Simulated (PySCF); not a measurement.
Computed IR spectrum (relative IR intensity) of a molecule C2H4ClFSi2. Coordinates come from a PBE-D3(BJ)/def2-SVP optimisation. Other conformers were not sampled. Level of theory: PBE-D3(BJ)/def2-SVP (PySCF 2.14.0). Frequencies are harmonic and unscaled.

Lines under 2 % of the strongest are left out, and lines within 2 cm⁻¹ are merged.

ν (cm⁻¹): 312 (w), 349 (w), 401 (vw), 459 (w), 538 (w), 634 (w), 688 (w), 722 (w), 740 (vs), 783 (w), 797 (m), 874 (s), 896 (m), 2083 (m), 2154 (m), 2170 (s), 3388 (m) (against the strongest line: vs over 80 %, s over 45 %, m over 15 %, w over 4 %, vw less)

Task: Which structure fits?
A) C#C[SiH2][Si@H](F)Cl
B) F[Si@@H]1[SiH2]C=C1Cl
C) C#C[Si@H](F)[SiH2]Cl
D) C#C[Si@H](Cl)[SiH2]F

Result: C, C#C[Si@H](F)[SiH2]Cl
